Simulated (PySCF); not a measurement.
# Field gradients at the hydrogen positions

Species: C5H5N3.
Cartesian coordinates in Å at the GFN2-xTB level; atoms count from 1:
```
atom  x, y, z in Å
C1    -2.8311    0.7520    0.6612
C2    -2.0383   -0.0505    0.2637
C3    -1.0348   -0.9872   -0.2126
N4     0.2739   -0.3906   -0.1785
N5     0.7623    0.2844   -1.1882
C6     1.9499    0.6957   -0.7701
C7     2.1307    0.2285    0.5340
N8     1.0484   -0.4548    0.8750
H9    -3.5429    1.4409    1.0070
H10   -1.0223   -1.8736    0.4286
H11   -1.2532   -1.2674   -1.2475
H12    2.5964    1.2767   -1.3935
H13    2.9566    0.3463    1.2032
```

Level: PBE0/pcSseg-1 (PySCF, non-relativistic); Q(2H) = 0.00286 b; rigid geometry, the same for H and D, with no vibrational averaging.

**Question.** Rank these positions by the coupling χzz of a deuteron there, largest first.
A. H9 (alkyne hydrogen)
B. H12 (aromatic hydrogen)
C. H11 (methylene hydrogen)

**Answer.** A (266 kHz), B (233 kHz), C (193 kHz).

**Question.** Give the electric field gradient Vzz (the principal value of largest size), its asymmetry and the 2H coupling at each hydrogen.

**Answer.** 
| atom | bonded to | bond length (Å) | Vzz (au) | η | χzz (kHz) |
| --- | --- | --- | --- | --- | --- |
| H9 | C1 | 1.049 | 0.3951 | 0.01 | 266 |
| H10 | C3 | 1.094 | 0.2881 | 0.06 | 194 |
| H11 | C3 | 1.094 | 0.2879 | 0.06 | 193 |
| H12 | C6 | 1.070 | 0.3473 | 0.07 | 233 |
| H13 | C7 | 1.070 | 0.3475 | 0.07 | 234 |

The structure is a single GFN2-xTB conformer in the gas phase; no vibrational or solvent corrections. GFN2-xTB bond lengths can be off by several hundredths of an ångström, more for odd bonds, and the gradients follow them. With a basis this small, the couplings can be 20 % off.

The run behind these numbers computed NMR shieldings as well. On one thread of an Intel Xeon 6975P-C (shared host), this took 16 s of wall time and 0.72 GiB of memory at its peak.
